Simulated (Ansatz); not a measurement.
Input and output for CH6ClOSbSi, SMILES `C[O][Sb]([SiH3])[Cl]`.

```yaml
crystal:
  periodic: [false, false, false]
  atoms:
    - {symbol: C, position_ang: [-1.801943, 0.768133, 1.146477]}
    - {symbol: O, position_ang: [-0.540215, 0.170095, 0.841366]}
    - {symbol: Sb, position_ang: [-0.477870, -0.959973, -0.778184]}
    - {symbol: Si, position_ang: [2.103983, -0.842813, -0.627908]}
    - {symbol: Cl, position_ang: [-0.561996, 0.669317, -2.440948]}
    - {symbol: H, position_ang: [-1.721962, 1.160608, 2.168868]}
    - {symbol: H, position_ang: [-2.639621, 0.068943, 1.150156]}
    - {symbol: H, position_ang: [-2.064119, 1.524279, 0.481776]}
    - {symbol: H, position_ang: [2.631264, -1.418104, -1.937290]}
    - {symbol: H, position_ang: [2.489191, 0.520771, -0.447890]}
    - {symbol: H, position_ang: [2.576427, -1.671238, 0.499716]}
basis:
  gaussian: {orbitals: def2-mTZVPP, fitting: {mean_field: def2-universal-jkfit}, point_charges: [{charge: 2.00, position_ang: [7.128, -0.641, 0.952]}]}
magnetization: {spin_polarized: true, initial_magnetization: 0}
hamiltonian: {xc: {name: B2GP-PLYP}}
accuracy: high
```

```sh
$ ansatz run in.yaml --threads 4 --pin off --events-out ev --progress --plain --max-ram 11315MiB
```

Output, abridged:

```
Functional definition: B2GP-PLYP
734 factors; integrals over basis functions are off by at most 8.8e-1 eV
mean field evaluation 1: about -30086.7728 eV, gradient 3.1e1 eV
mean field evaluation 2: about -30086.7733 eV, gradient 3.1e1 eV
mean field evaluation 4: about -30090.8110 eV, gradient 4.2e0 eV
mean field evaluation 8: about -30090.8924 eV, gradient 7.8e-2 eV
mean field evaluation 16: about -30090.8925 eV, gradient 1.7e-5 eV
mean field -30090.89251089 eV, -1105.8199034358 hartree, gradient 3.6e-8 eV, S^2 0.000000; 0 other end points of the search recorded, 0 dependent functions left out
16 core orbitals not correlated: weight in the atoms' cores, before any rotation towards them, 1.000 or more for the frozen orbitals, at most 0.000 for the correlated occupied ones
reference -30090.89253400 eV, -1105.8199042851 hartree; 21, 21 occupied and 126, 126 virtual orbitals, 734 factors
second order -24.94565801 eV of doubles, -0.00000000 eV of singles
Total energy: -30099.87297089 eV, -1106.1499292534 hartree
```

Run time 5.5 s (4 threads of an Intel Xeon Platinum 8488C on a shared host); peak host memory 0.62 GiB.
